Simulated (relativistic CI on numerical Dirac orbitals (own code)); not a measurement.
# Zr³⁺: L-alpha,beta X-ray emission

Computed with this model: Dirac-Coulomb-Breit CI, orbitals from a KLI potential per configuration, model QED (radiative potential, 1s self-energy scaled to tabulated hydrogen-like ionisation energies), valence Slater integrals scaled by 0.8, multiplet model of X-ray emission after core ionisation; configurations [Kr] 4d → [He] 2s2 2p5 3s2 3p6 3d10 4s2 4p6 4d → [Ar] 3d9 4s2 4p6 4d; 80 K; Lorentzian 2.8 eV and Gaussian 0.6 eV FWHM. Energies are those of the free ion, without screening or charge transfer. S is read from ⟨S²⟩ = S(S + 1).

Computed curve for free ion, scaled to 100 at the maximum (points under 2 are left out and the grid is thinned):

(Energy (eV), Intensity): (2033.0, 2.1), (2033.8, 2.5), (2034.2, 2.7), (2035.0, 3.3), (2035.8, 3.9), (2036.2, 4.2), (2037.0, 5.2), (2037.4, 5.8), (2038.2, 7.5), (2039.0, 10.4), (2039.4, 12.4), (2040.2, 18.6), (2041.0, 28.3), (2041.4, 34.1), (2042.2, 48.1), (2042.6, 58.0), (2043.4, 85.5), (2044.2, 100.0), (2044.6, 92.1), (2045.4, 60.9), (2046.2, 35.8), (2046.6, 27.8), (2047.4, 17.6), (2047.8, 14.4), (2048.6, 10.1), (2049.4, 7.5), (2049.8, 6.5), (2050.6, 5.1), (2051.4, 4.1), (2051.8, 3.7), (2052.6, 3.0), (2053.0, 2.8), (2053.8, 2.4), (2054.6, 2.0), (2117.4, 2.1), (2118.2, 2.9), (2119.0, 3.9), (2119.4, 4.3), (2120.2, 4.4), (2120.6, 4.5), (2121.4, 5.1), (2122.2, 6.5), (2122.6, 7.6), (2123.4, 11.3), (2124.2, 18.2), (2124.6, 23.7), (2125.4, 39.4), (2125.8, 47.4), (2126.6, 52.0), (2127.4, 38.5), (2127.8, 30.6), (2128.6, 18.6), (2129.4, 11.6), (2129.8, 9.3), (2130.6, 6.3), (2131.0, 5.3), (2131.8, 3.9), (2132.6, 3.0), (2133.0, 2.7), (2133.8, 2.1)

The ground state has S = 0.50, and the centroid lies at 2071.88 eV.
